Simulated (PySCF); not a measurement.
C6H6, charge -1, doublet, at a GFN2-xTB geometry (a state made from the parent by changing its charge; the spin is typed, not shown lowest) (in this run its highest filled SCF level lies above zero, so its values depend strongly on the basis, on diffuse functions most of all); DF-B3LYP/6-31G* (PySCF).

PySCF was given this input:
```python
from pyscf import gto, scf, dft

mol = gto.M(
    atom='''
C    -0.79209486    1.14402906    0.04294872
C    -1.40815868   -0.08704909   -0.05219417
C    -0.57965949   -1.28365722   -0.09711679
C     0.79209486   -1.14402906   -0.04294872
C     1.40815868    0.08704909    0.05219417
C     0.57965949    1.28365722    0.09711679
H    -1.41475422    2.04334103    0.07671036
H    -2.49017263   -0.17889071   -0.09381208
H    -1.04845221   -2.26117925   -0.17198459
H     1.41475422   -2.04334103   -0.07671036
H     2.49017263    0.17889071    0.09381208
H     1.04845221    2.26117925    0.17198459
''',
    basis='6-31g*',
    charge=-1,
    spin=1,
    verbose=4,
)

mf = dft.UKS(mol)
mf.xc = 'b3lyp'
mf = mf.density_fit(auxbasis='def2-universal-jkfit')
mf.kernel()
```

Question: Write the output that PySCF gives for this input, abridged.

Answer: 
```
PySCF version 2.14.0

[INPUT] verbose = 4
[INPUT] num. atoms = 12
[INPUT] num. electrons = 43
[INPUT] charge = -1
[INPUT] spin (= nelec alpha-beta = 2S) = 1
[INPUT] symmetry False subgroup None
[INPUT] Mole.unit = angstrom
[INPUT] Symbol           X                Y                Z      unit          X                Y                Z       unit  Magmom
[INPUT]  1 C     -0.792094860000   1.144029060000   0.042948720000 AA   -1.496842350076   2.161901601944   0.081161318201 Bohr   0.0
[INPUT]  2 C     -1.408158680000  -0.087049090000  -0.052194170000 AA   -2.661034245129  -0.164498939493  -0.098632686599 Bohr   0.0
[INPUT]  3 C     -0.579659490000  -1.283657220000  -0.097116790000 AA   -1.095397681605  -2.425760583621  -0.183524135197 Bohr   0.0
[INPUT]  4 C      0.792094860000  -1.144029060000  -0.042948720000 AA    1.496842350076  -2.161901601944  -0.081161318201 Bohr   0.0
[INPUT]  5 C      1.408158680000   0.087049090000   0.052194170000 AA    2.661034245129   0.164498939493   0.098632686599 Bohr   0.0
[INPUT]  6 C      0.579659490000   1.283657220000   0.097116790000 AA    1.095397681605   2.425760583621   0.183524135197 Bohr   0.0
[INPUT]  7 H     -1.414754220000   2.043341030000   0.076710360000 AA   -2.673498009373   3.861354925787   0.144961571317 Bohr   0.0
[INPUT]  8 H     -2.490172630000  -0.178890710000  -0.093812080000 AA   -4.705744273588  -0.338054448129  -0.177279138376 Bohr   0.0
[INPUT]  9 H     -1.048452210000  -2.261179250000  -0.171984590000 AA   -1.981287531595  -4.273009501049  -0.325003772746 Bohr   0.0
[INPUT] 10 H      1.414754220000  -2.043341030000  -0.076710360000 AA    2.673498009373  -3.861354925787  -0.144961571317 Bohr   0.0
[INPUT] 11 H      2.490172630000   0.178890710000   0.093812080000 AA    4.705744273588   0.338054448129   0.177279138376 Bohr   0.0
[INPUT] 12 H      1.048452210000   2.261179250000   0.171984590000 AA    1.981287531595   4.273009501049   0.325003772746 Bohr   0.0

nuclear repulsion = 202.123584134739
number of shells = 48
number of NR pGTOs = 186
number of NR cGTOs = 96
basis = 6-31g*
ecp = {}

******** <class 'pyscf.df.df_jk.DFUKS'> ********
method = DFUKS
initial guess = minao
damping factor = 0
level_shift factor = 0
DIIS = <class 'pyscf.scf.diis.CDIIS'>
diis_start_cycle = 1
diis_space = 8
diis_damp = 0
SCF conv_tol = 1e-09
SCF conv_tol_grad = None
SCF max_cycles = 50
direct_scf = False
number electrons alpha = 22  beta = 21
XC library pyscf.dft.libxc version 7.1.2
    S. Lehtola, C. Steigemann, M. J. T. Oliveira, and M. A. L. Marques,  SoftwareX 7, 1–5 (2018)
XC functionals = b3lyp
    P. J. Stephens, F. J. Devlin, C. F. Chabalowski, and M. J. Frisch,  J. Phys. Chem. 98, 11623 (1994)
radial grids:
    Treutler-Ahlrichs [JCP 102, 346 (1995); DOI:10.1063/1.469408] (M4) radial grids

becke partition: Becke, JCP 88, 2547 (1988); DOI:10.1063/1.454033
pruning grids: <function nwchem_prune>
grids dens level: 3
symmetrized grids: False
atomic radii adjust function: <function treutler_atomic_radii_adjust>
small_rho_cutoff = 0
Set gradient conv threshold to 3.16228e-05
tot grids = 143560
******** <class 'pyscf.df.df.DF'> ********
auxbasis = def2-universal-jkfit
init E= -232.988460416689

cycle= 1 E= -232.031223714672  delta_E= 0.957  |g|= 0.463  |ddm|= 2.53
cycle= 2 E= -231.979945245215  delta_E= 0.0513  |g|= 0.577  |ddm|= 1.58
cycle= 3 E= -232.164737465435  delta_E= -0.185  |g|= 0.0235  |ddm|= 0.903
cycle= 4 E= -232.165041208506  delta_E= -0.000304  |g|= 0.0081  |ddm|= 0.0326
cycle= 5 E= -232.165086644656  delta_E= -4.54e-05  |g|= 0.00495  |ddm|= 0.014
cycle= 6 E= -232.165101570977  delta_E= -1.49e-05  |g|= 0.00165  |ddm|= 0.00577
cycle= 7 E= -232.165105671003  delta_E= -4.1e-06  |g|= 0.000118  |ddm|= 0.00451
cycle= 8 E= -232.165105689913  delta_E= -1.89e-08  |g|= 2.86e-05  |ddm|= 0.000319
cycle= 9 E= -232.165105690838  delta_E= -9.25e-10  |g|= 7.52e-06  |ddm|= 6.43e-05
Extra cycle  E= -232.165105690905  delta_E= -6.75e-11  |g|= 2.89e-06  |ddm|= 1.73e-05
converged SCF energy = -232.165105690905  <S^2> = 0.76144797  2S+1 = 2.0114154
```
